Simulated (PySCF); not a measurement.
Numbering as in the mapped SMILES `[CH3:1][C:2]([CH3:3])([CH3:4])[C:5](=[O:6])[Cl:7]`; H(Xn) means a hydrogen on atom n.

Geometry: PBE0-D3(BJ)/def2-SVP; GIAO shifts from PySCF 2.14.0 with density-fitted response routines, gas phase, non-relativistic, averaged over equivalent atoms.

At HF/pcSseg-1 (171 basis functions, 7 s wall time on 1 thread of an Intel Xeon 6975P-C, shared host):
| atoms | δ (ppm) |
| --- | --- |
| C5 | 186.4 |
| C2 | 41.5 |
| C1/C3/C4 | 25.8 |
| O6 | 601.6 |
| Cl7 | 321.7 |
| H(C1)/H(C3)/H(C4) | 1.19 |

Referencing at the same level of theory: TMS for 13C (σ = 190.85 ppm) and 1H (σ = 31.69 ppm); H2O for 17O (σ = 333.31 ppm); HCl for 35Cl (σ = 955.90 ppm).

**Question.** Predict the values at OPBE/pcSseg-1 on the same geometry.

**Answer.** 
```csv
atoms,δ at OPBE/pcSseg-1,change
C5,180.1,-6.3
C2,48.9,+7.4
C1/C3/C4,28.1,+2.3
O6,544.6,-57.0
Cl7,416.8,+95.1
H(C1)/H(C3)/H(C4),1.25,+0.06
```

Shifts are taken against calculated references (same method and geometry level): 13C (σref 185.13), 1H (σref 31.23) vs TMS; H2O for 17O (σref 332.03); 35Cl (σref 938.85) vs HCl.

The largest change is at Cl7 (chlorine bonded to C). Cost: 171 basis functions, 22 s wall time on 1 thread of an Intel Xeon 6975P-C, shared host. The order of the carbon signals is the same at both levels.

Carbons that carry Cl, above all several Cl atoms, come out too deshielded, partly because spin–orbit coupling is missing. Unscaled 17O shifts of doubly bonded oxygen tend to come out too high, by tens of ppm or more. Experimental scales use liquid or dissolved standards, which lie at an offset from isolated H2O (liquid H2O: subtract about 36 ppm).
